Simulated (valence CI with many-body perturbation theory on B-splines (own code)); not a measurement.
Ge11+ in brief

Level of theory: configuration interaction combined with many-body perturbation theory (CI+MBPT): three valence electrons over a frozen Dirac-Fock core [Ar], radial functions for each j: 7 s, 7 p, 8 d, 6 f, 4 g, 1 h, with the one-electron correlation potential Σ1 (screened to all orders), the two-electron term Σ2, the three-electron term Σ3, Breit, model QED; selected single and double excitations, second order for the rest, scaled by the run's own slope (own B-spline code, finite nucleus).

No measured spectrum was set against this ion. As an estimate, terms of the open shell hold to 2 to 4 % of their energy, and close levels can change places. The list stops below the first excitations out of the core. Only levels of the ground parity were solved; by the run's estimate the other parity begins above the list, which can be wrong where configurations are misplaced.

Rates and lifetimes use the calculated energies. Strong lines usually hold to 10 to 20 %, long lifetimes can be off by a factor of two.

Q: What is the ground level?

A: 3d³ ⁴F_3/2, composition 99 % 3d³ ⁴F + 1 % 3d³ ²D, g = 0.403.

Q: How well does LS coupling describe the low levels?

A: Among the lowest 19 levels the leading LS term, summed over configurations, holds 92 % on average. For single configurations the figures are 91 % in LS and 66 % in jj coupling. Terms mix most in the J = 3/2 level at 46402 cm⁻¹, where the leading one holds 54 %.

Q: What is the ionisation energy?

A: 326.36 eV; NIST lists 326 ± 2.5 eV (theoretical).

Q: How is the term ⁴F of the ground level split?

A: J = 3/2 at 0.0, J = 5/2 at 2577, J = 7/2 at 5735, J = 9/2 at 9221 cm⁻¹.
